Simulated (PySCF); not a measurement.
A GIAO shielding run with PySCF (density fitting, non-relativistic, gas phase) on SMILES CSCS[SiH2]C1=CC[C@H]1F, C₆H₁₁FS₂Si:

```
$ OMP_NUM_THREADS=1 python probes_run.py task.json out

{"job": {"kind": "nmr", "xc": "PBE0", "basis": "pcSseg-1"}, "charge": 0, "multiplicity": 1}
C      3.229364    -1.038952     0.011890
S      2.217706    -0.032148     1.129817
C      2.140571     1.476210     0.129246
S      1.267445     1.296900    -1.459632
Si    -0.803168     1.517431    -0.885568
C     -1.512151    -0.054297    -0.169087
C     -1.096050    -1.133896     0.509509
C     -2.465460    -1.714370     0.707403
C     -2.955110    -0.518987    -0.142494
F     -3.843518     0.320912     0.480856
H      3.235781    -2.050472     0.403302
H      2.775004    -1.013109    -0.975275
H      4.239709    -0.640018    -0.018266
H      1.649755     2.232037     0.736072
H      3.156553     1.780445    -0.112753
H     -1.430071     1.834468    -2.160337
H     -0.821863     2.606902     0.086877
H     -0.128307    -1.483734     0.817369
H     -2.826004    -1.676668     1.734025
H     -2.649339    -2.704063     0.290804
H     -3.389766    -0.769986    -1.114229
```

Hardware: 1 thread of an Arm Neoverse V2, shared host. The job also computes population analyses, field gradients, ring-centre shieldings.

Problem. How large is the calculation?

Solution. 102 electrons, 246 basis functions and 1344 auxiliary functions.

Problem. How long does it take, and how much memory does it need?

Solution. 66 s of wall time, with 13 SCF cycles and 5 response iterations; peak memory 1.1 GiB. Times on a shared host scatter by some tens of per cent.
